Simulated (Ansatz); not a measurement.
Born–Oppenheimer molecular dynamics of Cl$_{2}$H$_{3}$NOSi (8 atoms, charge 0, multiplicity 1). It starts from a relaxed structure.

Method: Ansatz 0.2.0, RKS CAM-B3LYP-D4/STO-3G.

| Item | Value |
| --- | --- |
| ensemble | NVT, Langevin thermostat |
| time step | 0.25 fs |
| steps asked | 250 |
| set temperature | 700 K |
| friction | 0.02 /fs |
| seed | 926943 |

First frame:

```xyz
8
Properties=species:S:1:pos:R:3
Si -0.102 0.031 0.131
N 0.070 0.049 1.804
H -0.718 0.252 2.432
H 0.873 -0.375 2.287
Cl 1.820 0.205 -0.698
O -1.144 1.268 -0.281
H -1.451 1.104 -1.233
Cl -0.882 -1.761 -0.681
```

Q: How far do the bonds stretch over the last three quarters of this one trajectory? (Pairs bonded in most of those frames.)

A: 
```tsv
bond	mean (Å)	spread (Å)	shortest	longest
Si1–N2	1.712	0.024	1.67	1.76
Si1–Cl5	2.119	0.020	2.09	2.15
Si1–O6	1.685	0.037	1.63	1.74
Si1–Cl8	2.147	0.023	2.10	2.18
N2–H3	1.038	0.030	0.99	1.09
N2–H4	1.035	0.036	0.96	1.10
O6–H7	1.017	0.015	0.99	1.06
```

Mean temperature of the second half: 464 K. The mean temperature of the second half is 34 % below the set value. A run of 0.062 ps of so small a system gives no equilibrium averages. Limits of this set-up: minimal basis.

Time of the run: 8.3 min on 1 thread of Arm Neoverse V2, on a shared host, peak memory 0.12 GiB.
